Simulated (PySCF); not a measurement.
A structure optimised at PBE-D3(BJ)/def2-SVP, used in a PySCF frequency run:

```xyz
11

O      1.4341     1.6449     0.0863
C      1.3224     0.4775    -0.2526
O      2.3634    -0.3712    -0.3767
Si    -0.4383    -0.2095    -0.6211
F     -0.4379    -1.8320    -0.8938
Si    -1.7466     0.3174     1.2584
H      3.1710     0.1479    -0.1439
H     -0.8935     0.4775    -1.8771
H     -3.1186    -0.2829     1.1188
H     -1.8584     1.8120     1.3695
H     -1.0866    -0.2327     2.4926
```
Charge 0, spin multiplicity 1.

### Question
Write its SMILES and formula.

### Answer
O=C(O)[Si@@H](F)[SiH3], CH5FO2Si2

### Question
What are its rotational constants (standard atomic weights)?

### Answer
2.8014, 1.6014, 1.1409 GHz
